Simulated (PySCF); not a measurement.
# Radial density of Ga(2+) (gallium, charge +2)

B2PLYP, [Ar] 3d10 4p1, 2P determinant (an excited configuration). Computed with PySCF 2.14 in aug-cc-pVTZ-PP with one added diffuse shell each of s, d, f type with ECP10MDF (7s5p5d3f, 68 functions), with a scalar-relativistic core potential. This is the valence pseudo-density: the core potential removes the inner electrons and smooths the orbitals near the nucleus.

| r (bohr) | 4πr²ρ (e/bohr) | 4πr²(ρα − ρβ) |
| --- | --- | --- |
| 0.00247 | 2.553e-05 | 0.0000 |
| 0.00415 | 6.935e-05 | 0.0000 |
| 0.00698 | 0.0001778 | 0.0000 |
| 0.0117 | 0.0004169 | 0.0000 |
| 0.0197 | 0.0009307 | 0.0000 |
| 0.0332 | 0.002458 | 0.0000 |
| 0.0558 | 0.01608 | 0.0000 |
| 0.0939 | 0.1709 | -0.0002 |
| 0.158 | 1.414 | -0.0012 |
| 0.266 | 7.718 | 0.0066 |
| 0.447 | 23.69 | 0.0542 |
| 0.752 | 20.54 | -0.0003 |
| 1.26 | 4.625 | 0.1519 |
| 2.13 | 0.8005 | 0.4915 |
| 3.58 | 0.1817 | 0.1775 |
| 6.02 | 0.003860 | 0.0039 |
| 10.1 | 1.888e-05 | 0.0000 |

Energies and moments cover only the electrons outside the core potential.
